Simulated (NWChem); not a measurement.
# SeCl4; SMILES Cl[Se](Cl)(Cl)Cl

Computed with NWChem. Pople sets run with spherical d functions. The geometry was optimised at PBE0/def2-SVP. Static field.

Problem. Order these by “isotropic polarisability (bohr³)”, lowest first: PBE0/6-31G*; PBE0/def2-SVPD; PBE0/def2-SVP.

Solution. PBE0/def2-SVP (73.3), PBE0/6-31G* (78.5), PBE0/def2-SVPD (100.9)
